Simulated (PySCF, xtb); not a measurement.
C6H7, SMILES C1C=[C]C=CC1, multiplicity 2. Other conformers were not sampled.

Harmonic wavenumbers (cm⁻¹) from GFN2-xTB (xtb) at its own minimum, in rising order: 178, 234, 440, 474, 522, 700, 715, 764, 874, 892, 918, 960, 1014, 1030, 1092, 1126, 1148, 1186, 1216, 1286, 1319, 1332, 1455, 1464, 1582, 1701, 2901, 2929, 2978, 2989, 3061, 3080, 3090.

### Question
What does PySCF with PBE0-D3(BJ)/def2-SVP give at its own minimum? (The exact figures need the calculation; the answer reports its results.)

### Answer
201, 278, 462, 535, 551, 694, 715, 757, 870, 948, 965, 972, 1008, 1028, 1080, 1154, 1166, 1227, 1265, 1339, 1364, 1402, 1432, 1445, 1655, 1710, 3009, 3022, 3115, 3116, 3191, 3195, 3215. Paired by order, the mean absolute difference is 48 cm⁻¹ and the zero-point energies are 66.7 and 68.7 kcal/mol.
